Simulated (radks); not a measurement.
Spherical quantum dot in the effective-mass picture: electrons in a well V = -V0 / (1 + exp((r - R)/a)) with V0 = 28.2, R = 1.58, a = 0.12, all in effective atomic units (hartree* = m*/eps^2 hartree, bohr* = eps/m* bohr), one dielectric constant everywhere. Calculated with a radial shooting solver with Libxc functionals: non-relativistic Kohn-Sham, r2SCAN, spin-polarised, spherical densities, generalised Kohn-Sham scheme. Levels are named by radial order and angular momentum (1s, 1p, 1d, 2s, ...), and open shells are averaged over m.

N = 13, configuration 1s2 1p6 1d(up 5, down 0). This is the lowest configuration that the search found. Occupied and some empty levels:

| level | occupation | eigenvalue (hartree*) | <r> (bohr*) |
|---|---|---|---|
| 1s up | 1 | -15.152 | 0.9136 |
| 1s down | 1 | -14.942 | 0.8981 |
| 1p up | 3 | -13.584 | 1.024 |
| 1p down | 3 | -13.296 | 1.018 |
| 1d up | 5 | -11.353 | 1.104 |
| 1d down | 0 | -11.015 | 1.103 |
| 2s up | 0 | -9.3526 | 0.8311 |
| 2s down | 0 | -9.1920 | 0.8425 |
| 1f up | 0 | -8.5866 | 1.169 |
| 1f down | 0 | -8.2176 | 1.170 |
| 2p up | 0 | -6.0343 | 0.9592 |
| 2p down | 0 | -5.8295 | 0.9583 |

Energy (hartree*): total -237.172, kinetic 47.676, external -347.27, Hartree 73.800, exchange-correlation -11.382.

Electron density:

| r (bohr*) | n(r) (e/bohr*^3) |
|---|---|
| 0.150 | 0.4188 |
| 0.311 | 0.5891 |
| 0.473 | 0.8753 |
| 0.634 | 1.224 |
| 0.795 | 1.504 |
| 0.956 | 1.538 |
| 1.12 | 1.223 |
| 1.28 | 0.6840 |
| 1.44 | 0.2423 |
| 1.60 | 0.05142 |
| 1.76 | 0.007439 |
| 1.92 | 0.0009158 |
| 2.08 | 0.0001090 |
